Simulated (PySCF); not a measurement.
SMILES C[Si](C)(O)/C=C/B(O)O, singlet (GFN2-xTB optimised geometry):

```
20

Si    -0.441     2.446    -0.011
C     -0.654     3.066    -1.794
C     -2.117     2.163     0.848
O      0.403     3.651     0.717
C      0.581     0.852     0.026
C      0.105    -0.395     0.000
B      0.976    -1.706     0.000
O      0.342    -2.899     0.001
O      2.340    -1.706     0.000
H      0.307     3.295    -2.243
H     -1.254     3.969    -1.825
H     -1.141     2.319    -2.412
H     -2.661     3.097     0.964
H     -2.746     1.490     0.275
H     -1.993     1.727     1.835
H      0.568     3.645     1.656
H      1.661     0.984     0.048
H     -0.969    -0.527    -0.021
H      0.935    -3.651    -0.002
H      2.746    -0.840    -0.007
```

Level of theory: B3LYP/def2-SVP (PySCF).

Q: What are the frontier orbital energies and the dipole moment?

A: HOMO-2 -8.18 eV, HOMO-1 -7.54 eV, HOMO -7.41 eV, LUMO -0.99 eV, LUMO+1 1.07 eV; dipole moment 1.24 D.

On the same geometry PBE/def2-SVP in PySCF gives HOMO-2 -7.01 eV, HOMO-1 -6.47 eV, HOMO -6.28 eV, LUMO -1.73 eV, LUMO+1 0.49 eV; dipole moment 1.21 D.

Meta-Löwdin charges at B3LYP/def2-SVP: Si1 1.10, C2 -0.55, C3 -0.56, O4 -0.72, C5 -0.33, C6 -0.19, B7 0.40, O8 -0.48, O9 -0.49, H10 0.11, H11 0.11, H12 0.11, H13 0.11, H14 0.11, H15 0.11, H16 0.32, H17 0.07, H18 0.10, H19 0.33, H20 0.33.
